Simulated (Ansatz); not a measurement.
Pulling on the Se3–H4 bond in H2SeZn (SMILES [ZnH][SeH]) (multiplicity 1 held, fragments rigid). Energies count from the point at 1.474 Å.
Geometry at that point (charge 0, multiplicity 1):
```xyz
4

Zn    -0.709    -0.510    -0.829
H     -1.614    -1.165    -1.883
Se     0.654     0.505     0.741
H      0.655    -0.719     1.562
```

Restricted levels (R-, RO-) in cc, def2 and unpolarised 6-31G sets keep to the state of the molecule at rest. Unrestricted levels (U-) break spin symmetry where that is lower. Active spaces are followed from a long bond inwards. Levels need not reach the same state.

Cores are frozen in the correlated methods. Filled d and f shells under p-block atoms count as core.

Programs: Ansatz (a program for electronic structure). Each number belongs to the level named beside it.

Energies in kJ/mol.

| R (Å) | R-HF/def2-SVP | U-HF/def2-SVP | CASSCF(4,3)/def2-SVP | FIC-MRCISD+Q on CASSCF(4,3)/def2-SVP |
|---|---|---|---|---|
| 1.179 | 146 | 146 | 161 | 152 |
| 1.326 | 25 | 25 | 33 | [?] |
| 1.474 | 0 | 0 | 0 | 0 |
| 1.621 | 23 | 23 | 13 | 18 |
| 1.769 | 70 | 70 | 47 | [?] |
| 1.990 | 155 | 151 | 110 | 127 |
| 2.211 | 241 | 198 | 168 | 190 |
| 2.579 | 370 | 228 | 236 | 265 |
| 2.948 | 473 | 238 | 272 | 304 |
| 3.390 | 569 | 242 | 290 | [?] |
| 3.979 | 658 | 243 | 296 | 330 |
| 4.716 | 725 | 243 | 297 | 332 |

Q: Some entries are withheld; supply them.

A: 
- 1.769, FIC-MRCISD+Q on CASSCF(4,3)/def2-SVP: 58
- 3.390, FIC-MRCISD+Q on CASSCF(4,3)/def2-SVP: 323
- 1.326, FIC-MRCISD+Q on CASSCF(4,3)/def2-SVP: 28

Doubts at one or more of the structures used: a restricted determinant that unrestricted orbitals would lower (R-HF/def2-SVP); a spin-contaminated determinant (U-HF/def2-SVP); active orbitals that take no part (CASSCF(4,3)/def2-SVP, FIC-MRCISD+Q on CASSCF(4,3)/def2-SVP).
